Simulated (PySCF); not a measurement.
A structure optimised at PBE-D3(BJ)/def2-SVP, used in a PySCF frequency run:

```xyz
5

F     -1.0400    -0.1546     1.0925
C     -0.4515     0.3619     0.0000
F     -1.0400    -0.1546    -1.0925
Cl     1.2927    -0.0504     0.0000
H     -0.5483     1.4687     0.0000
```

Question: Write its SMILES, formula and point group.

Answer: FC(F)Cl, CHClF2, Cs

Question: What are its rotational constants (standard atomic weights)?

Answer: 10.098, 4.6883, 3.4043 GHz
